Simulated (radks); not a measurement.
Values are calculated unless marked as measured or tabulated.
Ge II, configuration [Ar] 3d10 4p1 4d2 (not the ground configuration). Code: a radial shooting solver on a logarithmic mesh with Libxc functionals. Model: scalar-relativistic Kohn-Sham, XLYP, spin-polarised, spherical densities, point nucleus; open shells are filled with parallel spins first.

Unscreened Slater integrals over Kohn-Sham orbitals (eV). They are taken over the spin-up orbitals.

| integral | value |
|---|---|
| F0(4d,4d) | 6.5442 |
| F2(4d,4d) | 3.3707 |
| F4(4d,4d) | 2.2048 |
| F0(4d,4p) | 7.8323 |
| F2(4d,4p) | 3.4235 |
| G1(4d,4p) | 3.7966 |
| G3(4d,4p) | 2.3023 |
| F0(4d,3d) | 8.8307 |
| F2(4d,3d) | 1.0957 |
| F4(4d,3d) | 0.43491 |
| G0(4d,3d) | 0.43088 |
| G2(4d,3d) | 0.41434 |
| G4(4d,3d) | 0.29506 |
| F0(4d,3p) | 8.8735 |
| F2(4d,3p) | 0.94411 |
| G1(4d,3p) | 0.38946 |
| G3(4d,3p) | 0.28954 |
| F0(4p,4p) | 10.764 |
| F2(4p,4p) | 5.6778 |
| F0(4p,3d) | 13.922 |
| F2(4p,3d) | 2.9437 |
| G1(4p,3d) | 1.1212 |
| G3(4p,3d) | 0.97953 |
| F0(4p,3p) | 14.056 |
| F2(4p,3p) | 2.5908 |
| G0(4p,3p) | 0.64837 |
| G2(4p,3p) | 0.74311 |
| F0(3d,3d) | 34.602 |
| F2(3d,3d) | 16.143 |
| F4(3d,3d) | 10.069 |
| F0(3d,3p) | 36.104 |
| F2(3d,3p) | 17.122 |
| G1(3d,3p) | 20.998 |
| G3(3d,3p) | 12.834 |
| F0(3p,3p) | 38.035 |
| F2(3p,3p) | 19.002 |

Derived for the open shells (J is the average intra-shell exchange parameter used in DFT+U). 4p: J = F2/5 = 1.136 eV. 4d: Racah B = F2/49 - 5 F4/441 = 0.04379 eV, C = 35 F4/441 = 0.1750 eV, C/B = 4.00, F4/F2 = 0.654, J = (F2 + F4)/14 = 0.3983 eV.
